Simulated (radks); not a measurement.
The numbers below are computed, except where a source is named.
All-electron atom: Te30+ in [Ar] 3d4. Level of theory: Dirac Kohn-Sham, LDA (Slater exchange, Perdew-Wang correlation), spin-unpolarised, spherical densities, point nucleus; open shells fill j = l - 1/2 first (a radial shooting solver on a logarithmic mesh with Libxc functionals).

Radial electron density D(r) = 4 pi r^2 rho(r):

```
   r/bohr * D(r) (the largest magnitude, 83.9, reaches the edge; | marks zero)
 0.002842 |      *
 0.003205 |       *
 0.003613 |         *
 0.004074 |           *
 0.004593 |             *
 0.005179 |               *
 0.005839 |                  *
 0.006584 |                     *
 0.007423 |                        *
  0.00837 |                           *
 0.009437 |                               *
  0.01064 |                                  *
    0.012 |                                     *
  0.01353 |                                        *
  0.01525 |                                          *
   0.0172 |                                           *
  0.01939 |                                            *
  0.02186 |                                           *
  0.02465 |                                          *
  0.02779 |                                         *
  0.03133 |                                       *
  0.03533 |                                      *
  0.03983 |                                      *
  0.04491 |                                       *
  0.05063 |                                          *
  0.05709 |                                             *
  0.06437 |                                                 *
  0.07258 |                                                    *
  0.08183 |                                                      *
  0.09226 |                                                     *
    0.104 |                                                 *
   0.1173 |                                           *
   0.1322 |                                    *
   0.1491 |                               *
   0.1681 |                            *
   0.1895 |                            *
   0.2137 |                              *
    0.241 |                                *
   0.2717 |                               *
   0.3063 |                            *
   0.3454 |                      *
   0.3894 |               *
   0.4391 |        *
    0.495 |    *
   0.5582 | *
   0.6293 |*
   0.7096 *
      0.8 *
    0.902 *
    1.017 *
    1.147 *
```

D(r) has 3 maxima, at r = 0.0197, 0.0831, 0.253 bohr, and minima at 0.0383, 0.178 bohr, inside which lie 2.03, 11.04 electrons.
